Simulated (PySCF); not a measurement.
# Cost against result

Saddle point of BH₂ClO₂, singlet (BH₂ClO₂ ([OH][B]([OH])[Cl]) → BClO + H₂O (still joined by a long B–O bond); bonds formed: O2–H4; bonds broken: O3–H4; bonds weakened to dative contacts: B1–O2), PBE0-D4/def2-TZVP structure:

```
6
angstrom
B 0.1736 0.4997 -0.3407
O 0.0895 -0.8807 0.3709
O -0.8014 0.4231 -1.1603
H -0.7727 -0.7621 -0.3367
Cl 1.4269 1.6005 0.1524
H -0.1157 -0.8805 1.3144
```

Barriers are electronic and count from the start structure reached by relaxing down the imaginary mode.

Program: PySCF 2.14 with density fitting (its default auxiliary sets; JK sets also for MP2 and CCSD(T)). Basis: as named in each row. Cores are frozen in the correlated methods. B3LYP uses VWN-RPA correlation. Extrapolation: Hartree–Fock as exp(−7.88 √X), correlation as X^−2.97.

Times are rough, for one single point on 4 threads of a shared host (Arm Neoverse V1).

The estimate by CCSD(T) at an estimated basis limit (MP2 extrapolated from triple and quadruple zeta, plus CCSD(T) − MP2 in triple zeta) is 2.490 eV.

| method | basis | time (s) | barrier (eV) | method less estimate |
| --- | --- | --- | --- | --- |
| HF | STO-3G | under 1 | 3.444 | 0.954 |
| B3LYP-D4 | 6-31G | 2 | 2.470 | -0.020 |
| PBE0-D4 | def2-SVP | 3 | 2.422 | -0.068 |
| MP2 | def2-QZVPP | 3 | 2.417 | -0.073 |
| PBE-D4 | def2-SVP | 3 | 2.182 | -0.308 |
| SPW92 | def2-TZVPP | 6 | 2.106 | -0.384 |
| PBE0-D4 | def2-TZVPP | 7 | 2.424 | -0.065 |
| B3LYP-D4 | def2-TZVPP | 7 | 2.451 | -0.039 |
| BHLYP-D4 | def2-TZVPP | 7 | 2.703 | 0.213 |
| CCSD(T) | def2-SVP | 8 | 2.500 | 0.011 |
| PBE-D4 | def2-TZVPP | 8 | 2.201 | -0.289 |
| r2SCAN-D4 | def2-TZVPP | 16 | 2.386 | -0.104 |
| wB97M-V | def2-TZVPP | 92 | 2.458 | -0.032 |
| CCSD(T) | def2-TZVPP | 160 | 2.482 | -0.008 |

All methods are single points on the PBE0-D4 structures.

No T1 diagnostic of these runs exceeds 0.015.

Labels in which every atom is bracketed show which atoms are joined, not bond orders.
